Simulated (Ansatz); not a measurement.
`OBC[SiH3]` → `CBO` + `[SiH2]`  (silylene formation by 1,1-elimination)

Computed with Ansatz on PBE0-D4/def2-TZVP structures; ΔE is electronic, products minus reactants. CBS: MP2 limit from def2 TZ/QZ plus the TZ coupled-cluster correction, frozen cores. This one scheme is used for every species. Functionals use def2-TZVPP. Each species was taken in one conformer, which may not be the lowest.

| level | ΔE (kcal/mol) |
| --- | --- |
| r2SCAN0-D4 | 63.2 |
| CCSD/def2-SVP | 53.1 |

Task: What does CCSD(T)/CBS give? (Estimate.)

Result: Ansatz gave: +58.0 kcal/mol. The listed levels differ from it by 5.2, -4.9 kcal/mol.

Largest T1 diagnostic among the species: 0.014.

The D4 term adds +3.0 kcal/mol with B3LYP and +1.6 kcal/mol with PBE0; it sums over pairs of atoms, weighted by their polarisabilities, and B3LYP, whose exchange is more repulsive, gets the larger term. From PBE to PBE0 (25 % exact exchange), in def2-TZVPP and without D4, ΔE moves by +2.3 kcal/mol.

B3LYP here is the variant with VWN-RPA as its local correlation; programs differ in this.
